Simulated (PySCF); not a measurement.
## Molecular orbitals of BrF

HSE06 at R = 1.776 Å; PySCF, spin-free X2C with a Gaussian nucleus, basis sets Br x2c-SVPall, F x2c-SVPall. State: ¹Σ⁺ (singlet), closed shell. Only the outer orbitals are listed, counted within each symmetry.

```
orbital  occ.  ε (eV)  on Br (%)  main shells (%)
     8σ     2  -32.49          9           89 F s
     9σ     2  -22.23         87          87 Br s
    10σ     2  -13.50         35  62 F p, 29 Br p
     4π     2  -12.24         18  82 F p, 17 Br p
     4π     2  -12.24         18  82 F p, 17 Br p
     5π     2   -8.27         83  83 Br p, 17 F p
     5π     2   -8.27         83  83 Br p, 17 F p
    11σ     0   -3.63         75  69 Br p, 26 F p
    12σ     0    7.90        102          99 Br s
     6π     0   13.23         96          93 Br d
```

Q: Which are the highest filled and the lowest empty level, where do they sit, and how wide is the gap?

A: Highest filled 5π at -8.27 eV (in %: 83 Br p, 17 F p); lowest empty 11σ at -3.63 eV (in %: 69 Br p, 26 F p); the gap at HSE06 is 4.64 eV.

| Item | Value |
| --- | --- |
| bond order (Mayer) | 0.93 |
| ⟨S²⟩ | 0.000 |
| charge on Br (Mulliken, basis-dependent) | 0.31 |
| charge on Br (Löwdin, basis-dependent) | 0.25 |
| dipole moment (positive dipole means Br(−)F(+)) | -1.66 D |

Shares are Mulliken populations and can fall outside 0 to 100 %.
